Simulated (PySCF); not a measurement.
## A survey of ²⁹Si NMR shifts

Computational details: structure optimised with GFN2-xTB, shieldings: GIAO PBE0/pcSseg-1, in PySCF (non-relativistic Hamiltonian, single conformer, gas phase, rapidly exchanging positions averaged).

Shieldings were converted by a linear fit to measured shifts: ²⁹Si: δ = 279.94 − 0.822σ (rms 8.9 ppm, 72 shifts, 25.8 ppm with the 6 outliers that the fit left out vs TMS, solution or neat liquid). Occasional misses reach two or three times the rms, and more in compound classes unlike the fitted ones.

(1) Give the ²⁹Si shifts of `CS[Si@]1(C)CC=CC1=O`, `C=C[C@H]1C=C([SiH3])C1`, `C1=C[C@H]2C[C@H](C2)[SiH2]1`.

(2) Order these by ²⁹Si shift, lowest first.
A. CSC1=CC=COC[SiH2]1
B. C#C[SiH2]/C(=C/C)[S@@](C)=O
C. C[SiH2]c1coc(SC)c1
D. C=CS[C@@H]1C[Si@H]1C(C)=O
E. CC[Si@H]1C(=O)C=C1SC
F. C#C/C=C/[SiH](C)C

Answers

(1) 
```json
{"compound": "CS[Si@]1(C)CC=CC1=O", "environment": "silicon bonded to 3 C, S, in a 5-membered ring", "δ (ppm)": "-23.5"}
{"compound": "C=C[C@H]1C=C([SiH3])C1", "environment": "silicon bonded to C, 3 H", "δ (ppm)": "-79.7"}
{"compound": "C1=C[C@H]2C[C@H](C2)[SiH2]1", "environment": "silicon bonded to 2 C, 2 H, in a 6-membered ring", "δ (ppm)": "-42.8"}
```

(2) D (-120.7 ppm, silicon bonded to 3 C, H, in a 3-membered ring), B (-80.5 ppm, silicon bonded to 2 C, 2 H), C (-53.2 ppm, silicon bonded to 2 C, 2 H), A (-43.7 ppm, silicon bonded to 2 C, 2 H, in a 7-membered ring), F (-21.8 ppm, silicon bonded to 3 C, H), E (1.6 ppm, silicon bonded to 3 C, H, in a 4-membered ring).
